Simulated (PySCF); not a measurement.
Radial density of Nb³⁺ (niobium, charge +3)

UHF, [Kr] 4d2, high-spin 3F determinant. All numbers are calculated (PySCF 2.14, a scalar-relativistic core potential, in aug-cc-pwCVDZ-PP with ECP28MDF). This is the valence pseudo-density: the core potential removes the inner electrons and smooths the orbitals near the nucleus.

| r (bohr) | 4πr²ρ (e/bohr) | 4πr²(ρα − ρβ) |
| --- | --- | --- |
| 0.0504 | 2.683e-05 | 0.0000 |
| 0.0847 | 8.786e-05 | 0.0000 |
| 0.143 | 0.0005085 | 0.0001 |
| 0.240 | 0.006567 | 0.0012 |
| 0.403 | 0.1724 | 0.0216 |
| 0.678 | 3.420 | 0.2635 |
| 1.14 | 9.513 | 1.1730 |
| 1.92 | 2.871 | 1.0069 |
| 3.23 | 0.1470 | 0.1206 |
| 5.43 | 0.0009446 | 0.0009 |

Energies and moments cover only the electrons outside the core potential.
